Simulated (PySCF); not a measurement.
Potential energy of KBe⁺ along the bond

Set-up: basis K def2-SVPD, Be def2-SVPD; no relativity; PySCF 2.14. Energies in eV from K⁺ + Be in their ground configurations at the same level. State: ¹Σ⁺ (singlet), closed shell.

```
R (Å)  RHF-MP2  RHF-CCSD(T)   r²SCAN
3.050  -0.0552               -0.1036
3.191  -0.1284      -0.0783  -0.1673
3.333  -0.1715      -0.1214  -0.2030
3.440  -0.1895      -0.1401  -0.2166
3.546  -0.1986      -0.1504  -0.2221
3.652  -0.2011      -0.1543  -0.2216
3.794  -0.1972      -0.1528  -0.2144
3.971  -0.1852      -0.1441  -0.1992
4.184  -0.1656      -0.1288  -0.1765
4.468  -0.1374               -0.1451
```

Task: Put a parabola through the three lowest points of the RHF-MP2 curve and estimate Re, k and ωe (reduced mass 7.319 u; 1 eV/Å² = 0.16022 mdyn/Å; ωe = 1302.8·√(k/μ) cm⁻¹).

Result: Through R = 3.546, 3.652, 3.794 Å the second-order coefficient is 0.206 eV/Å², so Re ≈ 3.656 Å, k ≈ 0.0660 mdyn/Å and ωe ≈ 124 cm⁻¹. A polynomial fit of higher order to the unrounded RHF-MP2 energies gives Re = 3.648 Å, k = 0.0682 mdyn/Å, ωe = 126 cm⁻¹; anharmonicity and rounding make the difference.

The higher-order fit for each curve: RHF-MP2: Re = 3.648 Å, ωe = 126 cm⁻¹, De = 0.201 eV; RHF-CCSD(T): Re = 3.688 Å, ωe = 115 cm⁻¹, De = 0.155 eV; r²SCAN: Re = 3.587 Å, ωe = 131 cm⁻¹, De = 0.223 eV.

Correlated steps freeze 5 core orbitals. Closed-shell solutions of metal pairs were not tested for spin polarisation, which can lower them a little. The bond is weak. Basis-set superposition, not corrected here, can be much of De in a small basis, most of all at correlated wavefunction levels. For an ion De counts to the pair picked by the measured ionisation energies or electron affinities, which need not be the lowest pair at this level.
